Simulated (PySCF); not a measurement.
chlorotrifluoromethane (CClF3), singlet, geometry from GFN2-xTB, with bond 4-2 at 3.0 times its length; HF/STO-3G run with PySCF.

Here is a job for PySCF.
```python
from pyscf import gto, scf

mol = gto.Mole()
mol.atom = '''
    F    -0.86134566   -0.63254016   -1.02874238
    C    -0.35035604   -0.00774362    0.01889747
    F    -0.84407447    1.21875581    0.05006863
    F    -1.53658313   -1.90568906    3.29486174
    Cl    1.42134135    0.03141469   -0.07666418
'''
mol.basis = 'sto-3g'
mol.verbose = 5
mol.build()

mf = scf.RHF(mol)
mf.kernel()
mo_i, mo_e, stable_i, stable_e = mf.stability(internal=True, external=True, return_status=True, nroots=6, tol=1e-6)
print('internally stable:', stable_i, ' externally stable:', stable_e)
if not stable_e:
    umf = mf.to_uhf() if not hasattr(mf, 'xc') else mf.to_uks()
    umf.scf_summary = {}
    umf.kernel(umf.make_rdm1(mo_e, umf.mo_occ))
mf.analyze()
```

It wrote (shortened):

```
PySCF version 2.14.0

[INPUT] verbose = 5
[INPUT] max_memory = 4000
[INPUT] num. atoms = 5
[INPUT] num. electrons = 50
[INPUT] charge = 0
[INPUT] spin (= nelec alpha-beta = 2S) = 0
[INPUT] symmetry False subgroup None
[INPUT] Mole.unit = angstrom
[INPUT] Symbol           X                Y                Z      unit          X                Y                Z       unit  Magmom
[...]
[INPUT] ---------------- BASIS SET ----------------
[INPUT] l, kappa, [nprim/nctr], expnt,             c_1 c_2 ...
[INPUT] F
[...]
                                30.360812         0.53532814
                                8.2168207         0.44463454
[...]
                                1.5022812         0.39951283
                                0.4885885         0.70011547
[...]
                                1.5022812         0.60768372
                                0.4885885         0.39195739
[INPUT] C
[...]
                                13.045096         0.53532814
                                3.5305122         0.44463454
[...]
                                0.6834831         0.39951283
                                0.2222899         0.70011547
[...]
                                0.6834831         0.60768372
                                0.2222899         0.39195739
[INPUT] Cl
[...]
                                109.5358542       0.5353281423
                                29.64467686       0.4446345422
[...]
                                9.053563477       0.3995128261
                                2.944499834       0.7001154689
[...]
                                0.5940934274      0.2255954336
                                0.232524141       0.900398426
[...]
                                9.053563477       0.6076837186
                                2.944499834       0.3919573931
[...]
                                0.5940934274      0.5951670053
                                0.232524141       0.462001012

nuclear repulsion = 199.448949766701
number of shells = 17
number of NR pGTOs = 87
number of NR cGTOs = 29
basis = sto-3g
ecp = {}

******** <class 'pyscf.scf.hf.RHF'> ********
method = RHF
initial guess = minao
damping factor = 0
level_shift factor = 0
DIIS = <class 'pyscf.scf.diis.CDIIS'>
diis_start_cycle = 1
diis_space = 8
diis_damp = 0
SCF conv_tol = 1e-09
SCF conv_tol_grad = None
SCF max_cycles = 50
direct_scf = True
direct_scf_tol = 1e-13
Set gradient conv threshold to 3.16228e-05
Initial guess from minao.
E1 = -1483.0006875018948  E2 = 497.98015053771826  Ecoul = 560.1084572814593  Exc = -62.128306743741064
init E= -785.571587197475
cond(S) = 5.480223999156178
  mo_energy =
[-104.0031498   -26.36319656  -26.36269012  -26.24381998  -11.10208237
  -10.65104601   -8.09042947   -8.08859412   -8.08857286   -1.99904153
   -1.79032432   -1.61658148   -1.27512937   -0.98943757   -0.80076737
   -0.76807603   -0.74142815   -0.64901685   -0.61320429   -0.58959089
   -0.56225198   -0.56189729   -0.56189711   -0.5237707    -0.51745861
   -0.12828236    0.23990014    0.44331367    0.44693713]
E1 = -1488.9818328596002  E2 = 504.3936612836394  Ecoul = 568.2818643878409  Exc = -63.888203104201466
cycle= 1 E= -785.13922180926  delta_E= 0.432  |g|= 0.866  |ddm|= 2.81
  mo_energy =
[-1.03880046e+02 -2.61981594e+01 -2.61980048e+01 -2.48642014e+01
 -1.21758228e+01 -1.05691548e+01 -8.01405339e+00 -8.00625633e+00
 -8.00594197e+00 -1.92590881e+00 -1.81449641e+00 -1.35578643e+00
 -1.06760999e+00 -9.54277277e-01 -9.22112312e-01 -8.97067829e-01
 -7.57639613e-01 -7.40133402e-01 -7.23887537e-01 -6.96307099e-01
 -5.95710084e-01 -5.86408031e-01 -3.21474711e-01 -3.46920392e-02
  1.32423931e-01  2.06261645e-01  2.13982291e-01  2.16354681e-01
  2.16367947e-01]
E1 = -1513.1284817574897  E2 = 543.0166837196894  Ecoul = 606.1677409646562  Exc = -63.151057244966864
cycle= 2 E= -770.662848271099  delta_E= 14.5  |g|= 0.838  |ddm|= 7.63
  mo_energy =
[-1.03097971e+02 -2.82941976e+01 -2.53088443e+01 -2.53087101e+01
[...]
SCF not converged.
<class 'pyscf.scf.hf.RHF'> wavefunction is stable in the internal stability analysis
<class 'pyscf.scf.hf.RHF'> wavefunction has an real -> complex instability
<class 'pyscf.scf.hf.RHF'> wavefunction has an RHF/RKS -> UHF/UKS instability
internally stable: True  externally stable: False
converged SCF energy = -785.997315375297  <S^2> = 1.0047354  2S+1 = 2.2402995
Total Energy =                        -785.655119296809175
[...]
4 Cl 3pz         0.00334   0.14527   0.05136  -0.00203  -0.24310
               #21       #22       #23       #24       #25
0 F 1s           0.00000   0.00000  -0.00016  -0.00025   0.00041
0 F 2s          -0.00017  -0.00001   0.00190  -0.00029  -0.00750
0 F 2px          0.00283  -0.00006   0.18463   0.14080   0.05649
0 F 2py         -0.00041  -0.00006   0.09755   0.02958   0.10711
0 F 2pz         -0.00042   0.00014  -0.06597   0.06199  -0.23291
1 C 1s          -0.00001   0.00000  -0.00028  -0.00000  -0.00082
1 C 2s           0.00105   0.00000   0.01577  -0.00000   0.28830
1 C 2px         -0.00260  -0.00000  -0.06473   0.00003  -0.12438
1 C 2py         -0.00121  -0.00002  -0.04642   0.00335  -0.25959
1 C 2pz          0.00212  -0.00001   0.08069   0.00195   0.44746
2 F 1s           0.00000  -0.00000  -0.00016   0.00025   0.00041
2 F 2s          -0.00017   0.00001   0.00190   0.00029  -0.00750
2 F 2px          0.00284   0.00006   0.18378  -0.13987   0.05688
2 F 2py          0.00053   0.00009   0.00674   0.07048   0.14905
2 F 2pz          0.00013  -0.00012  -0.11889  -0.00369  -0.20848
3 F 1s           0.00000   0.00000   0.00000   0.00000   0.00001
3 F 2s           0.00139   0.00000   0.00034   0.00000   0.00106
3 F 2px         -0.53480   0.00806   0.00453   0.00000   0.53715
3 F 2py         -0.42168   0.86398  -0.00092   0.00010  -0.17257
3 F 2pz          0.73219   0.50347   0.00151   0.00006   0.28754
4 Cl 1s          0.00000  -0.00000   0.00003   0.00000  -0.00008
4 Cl 2s          0.00002  -0.00000   0.00108   0.00000   0.00146
4 Cl 3s          0.00099  -0.00000   0.03408   0.00000  -0.01950
4 Cl 2px        -0.00004   0.00000  -0.00212  -0.00005  -0.00330
4 Cl 2py        -0.00001   0.00000   0.00258  -0.00494  -0.00134
4 Cl 2pz         0.00002   0.00000  -0.00440  -0.00288   0.00235
4 Cl 3px         0.00540  -0.00000   0.27471   0.00786   0.21806
4 Cl 3py         0.00109  -0.00010  -0.45625   0.84248   0.10755
4 Cl 3pz        -0.00196  -0.00006   0.77855   0.49094  -0.18805
               #26       #27       #28       #29
0 F 1s          -0.00034   0.00050  -0.00301   0.00351
0 F 2s           0.00789  -0.01639   0.17168  -0.18408
0 F 2px         -0.04214  -0.17320   0.19312  -0.10116
0 F 2py         -0.08547  -0.04701   0.09069  -0.27047
0 F 2pz          0.18449   0.02254   0.32590  -0.30496
1 C 1s           0.00064  -0.00442  -0.00000  -0.00446
1 C 2s          -0.24733   0.31842   0.00000   0.43868
1 C 2px          0.09572   0.65216   0.00638  -0.41918
1 C 2py          0.21678   0.09892   0.68378   0.23148
1 C 2pz         -0.37353  -0.18019   0.39846  -0.39052
2 F 1s          -0.00034   0.00050   0.00301   0.00351
2 F 2s           0.00789  -0.01639  -0.17168  -0.18408
2 F 2px         -0.04244  -0.17271  -0.18919  -0.09491
2 F 2py         -0.11779   0.00597   0.33092   0.40004
2 F 2pz          0.16566   0.05342  -0.08022   0.08576
3 F 1s          -0.00000  -0.00000  -0.00000   0.00000
3 F 2s          -0.00017  -0.00022  -0.00000   0.00019
3 F 2px          0.65207   0.00379  -0.00000  -0.00103
3 F 2py         -0.21425  -0.00116  -0.00004   0.00045
3 F 2pz          0.35722   0.00194  -0.00002  -0.00075
4 Cl 1s          0.00007  -0.00045   0.00000  -0.00000
4 Cl 2s         -0.00117   0.00564   0.00000   0.00040
4 Cl 3s          0.02203  -0.19519   0.00000   0.01386
4 Cl 2px         0.00277  -0.01188   0.00002  -0.00040
4 Cl 2py         0.00107  -0.00006   0.00234   0.00087
4 Cl 2pz        -0.00189   0.00030   0.00137  -0.00149
4 Cl 3px        -0.17311   0.57126  -0.00085  -0.01450
4 Cl 3py        -0.08246   0.00598  -0.09136  -0.03466
4 Cl 3pz         0.14429  -0.01941  -0.05324   0.05971
 ** Mulliken pop on meta-lowdin orthogonal AOs  **
 ** Mulliken pop  **
[...]
 ** Mulliken atomic charges  **
charge of    0F =     -0.06466
charge of    1C =      0.05292
charge of    2F =     -0.06466
charge of    3F =      0.19746
charge of    4Cl =     -0.12106
Dipole moment(X, Y, Z, Debye): -2.36256, -1.72808,  3.00331
```

The run did not converge; its last values are not results.
